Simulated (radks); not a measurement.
The numbers below are computed, except where a source is named.
Question: These are the eigenvalues of the occupied orbitals of an atom or ion with whole-number occupations (eV). Code: a radial shooting solver on a logarithmic mesh with Libxc functionals. Model: scalar-relativistic Kohn-Sham, SCAN, spin-polarised, spherical densities, finite nucleus; meta-GGA in the generalised Kohn-Sham scheme; Fermi nuclear charge, rms radius of each element as measured or else 0.836 A^(1/3) + 0.57 fm.

| orbital | eigenvalue |
|---|---|
| 1s | -26839.34 |
| 2s | -4226.950 |
| 2p | -3816.676 |
| 3s | -1001.930 |
| 3p | -866.0677 |
| 3d | -655.4601 |
| 4s | -341.3992 |
| 4p | -296.9819 |

Which element is it, and in what charge state? The configuration may be excited. Open shells, if any, are filled with parallel spins first.

Answer: Z = 48, cadmium, charge +12: Cd12+ in [Kr]. The list shows which subshells hold electrons but not how many an open one holds; the 1s level, -986.33 hartree, gives Z - s = 44.4 by -(Z - s)^2/2, which with screening and relativity narrows Z to a few neighbours, and the depths of the outer levels then fix element, charge and occupations together.
